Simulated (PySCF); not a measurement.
## Electron correlation in Ga⁻ (gallium, charge -1)

[Ar] 3d10 4s2 4p2, high-spin 3P determinant. All numbers are calculated (PySCF 2.14, a scalar-relativistic core potential, in aug-cc-pVDZ-PP with ECP10MDF (5s4p3d, 32 functions)). Frozen: 3s2 3p6 3d10; 4 electrons correlated.

```tsv
level	correlation energy (mhartree)
CCSD	-54.47
(T)	-1.47
CCSD(T)	-55.94
CCSDT	-56.54
```

Diagnostics: T1 = 0.013, D1 = 0.0322, largest double amplitude 0.086.

**Question.** Is a single reference adequate?

**Answer.** Mostly. T1 lies below 0.03, but a double amplitude of this size points to a near-degeneracy that CCSD handles and MP2 describes poorly.
